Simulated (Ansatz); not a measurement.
`BC[SiH](C)Cl` + `N[SiH](F)[SiH2]F` → `B[SiH](N)[SiH2]F` + `C[SiH](Cl)CF`  (redistribution)

Calculated with Ansatz (gas phase, PBE0-D4/def2-TZVP geometries, no zero-point term in ΔE). CCSD(T)/CBS is the MP2 limit (def2-TZVPP, def2-QZVPP) plus CCSD(T) − MP2 in def2-TZVPP, frozen cores. DFT in def2-TZVPP. B3LYP here is the variant with VWN-RPA as its local correlation; programs differ in this. Each species was taken in one conformer, which may not be the lowest.

```
             level  ΔE (kJ/mol)  difference from CCSD(T)/CBS
            PBE-D4        280.9                        -26.4
          B3LYP-D4        294.9                        -12.4
           ωB97X-V        295.3                        -12.0
            B2PLYP        304.0                         -3.3
               PBE        279.5                        -27.8
              PBE0        289.7                        -17.6
             B3LYP        292.6                        -14.7
     HF/def2-TZVPP        303.5                         -3.8
    MP2/def2-TZVPP        322.3                         15.0
SCS-MP2/def2-TZVPP        313.2                          5.9
   CCSD/def2-TZVPP        303.5                         -3.8
CCSD(T)/def2-TZVPP        303.2                         -4.1
    MP2/def2-QZVPP        325.5                         18.2
SCS-MP2/def2-QZVPP        316.4                          9.1
     MP2/CBS(def2)        326.4                         19.1
    CCSD/CBS(def2)        307.6                          0.3
       CCSD(T)/CBS        307.3                            0
```

Largest T1 diagnostic among the species: 0.013.

From PBE to PBE0 (25 % exact exchange), in def2-TZVPP and without D4, ΔE moves by +10.1 kJ/mol.
